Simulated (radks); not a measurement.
Results of a calculation; reference values are marked as such.
Problem. Orbital eigenvalues (eV) of the gold ion Au9+, [Xe] 4f14 5d2, of relativity; Dirac values are averaged over j with weights 2j + 1. Spin-unpolarised spherical Kohn-Sham, PBE, point nucleus unless stated (finite: rms radius 5.4371 fm), a radial shooting solver on a logarithmic mesh with Libxc functionals. A level marked "c x" has the speed of light scaled by that factor and shares open shells by 2j + 1; other Dirac levels either fill j = l - 1/2 first or share by 2j + 1.

| shell | non-rel. |
|---|---|
| 2s | -12349 |
| 2p | -11878 |
| 3s | -3006.6 |
| 3p | -2784.7 |
| 3d | -2371.1 |
| 4s | -753.25 |
| 4p | -657.50 |
| 4d | -481.47 |
| 4f | -245.38 |
| 5s | -227.51 |
| 5p | -194.99 |
| 5d | -140.49 |

Give the values at the level "Dirac, c x 10".

Solution. 
shell  Dirac, c x 10  change of magnitude (%)
2s            -12365                    +0.13
2p            -11884                    +0.05
3s           -3010.7                    +0.14
3p           -2786.4                    +0.06
3d           -2370.9                    -0.01
4s           -754.27                    +0.13
4p           -657.87                    +0.06
4d           -481.42                    -0.01
4f           -245.24                    -0.06
5s           -227.72                    +0.09
5p           -195.06                    +0.03
5d           -140.47                    -0.01
